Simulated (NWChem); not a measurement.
System: CH4F2SSi; SMILES S(C)[SiH](F)F

Here is an NWChem input.

```
start job
memory heap 200 mb stack 900 mb global 1100 mb
geometry units angstroms noautosym nocenter noautoz
  Si     0.061213    -0.761334     0.309988
  F      1.448676    -1.093412    -0.445916
  F     -0.993511    -1.917604    -0.063482
  S     -0.744668     1.059096    -0.378749
  C      0.654105     2.141610     0.086493
  H      0.353927    -0.806904     1.758979
  H      0.371964     3.155849    -0.224205
  H      0.822182     2.142512     1.172771
  H      1.572435     1.849736    -0.440013
end
basis spherical
  Si library 6-31g*
  F library 6-31g*
  S library 6-31g*
  C library 6-31g*
  H library 6-31g*
end
dft
  xc m06-2x
  iterations 150
end
cosmo
  do_cosmo_smd true
  solvent clbenzen
end
task dft energy
```

Geometry: optimised at PBE0/def2-SVP. Solvent: chlorobenzene.

Level: M06-2X/6-31G* with SMD (1 M gas to 1 M solution), gas-phase geometry. Reactions with the solvent are ignored.

**Question.** Predict the main results of this run. (M06-2X/6-31G* (spherical d), SMD on the gas-phase geometry.) Quantities: solvation free energy (kcal/mol); cavity-dispersion-structure term (kcal/mol); dipole in solution (D).

**Answer.** 
```
Quantity                                     Result
-------------------------------------------  ------
solvation free energy (kcal/mol)               -4.1
cavity-dispersion-structure term (kcal/mol)    -0.5
dipole in solution (D)                         3.26
```
